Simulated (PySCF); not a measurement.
Excited states of Pb⁴⁺ (lead, charge +4)

Ground state [Xe] 4f14 5d10, ¹S. Calculation: PySCF 2.14, in aug-cc-pVDZ-PP with two added diffuse shells each of s, p, d type with ECP60MDF (7s6p5d, 50 functions); a scalar-relativistic core potential. Vertical excitation energies in eV without spin-orbit coupling; excited terms of each kind are numbered among those the solver found. Frozen: 5s2 5p6.

```
 term  leading excitation  EOM-EE-CCSD
 1 3D              5d → s       15.456
 1 1D              5d → s       16.471
1 3P°              5d → p       27.509
1 3F°              5d → p       28.104
1 1F°              5d → p       28.480
1 1D°              5d → p       28.999
1 3D°              5d → p       29.040
1 1P°              5d → p       29.307
 1 3G              5d → d       41.789
 1 1G              5d → d       41.927
 1 3F              5d → d       42.291
 2 3D              5d → s       42.793
 2 1D              5d → s       43.000
```

The spin-orbit splitting of the hole, absent here, rivals or exceeds the spacing of these terms, so the LS terms are model states.

The solver can miss terms.
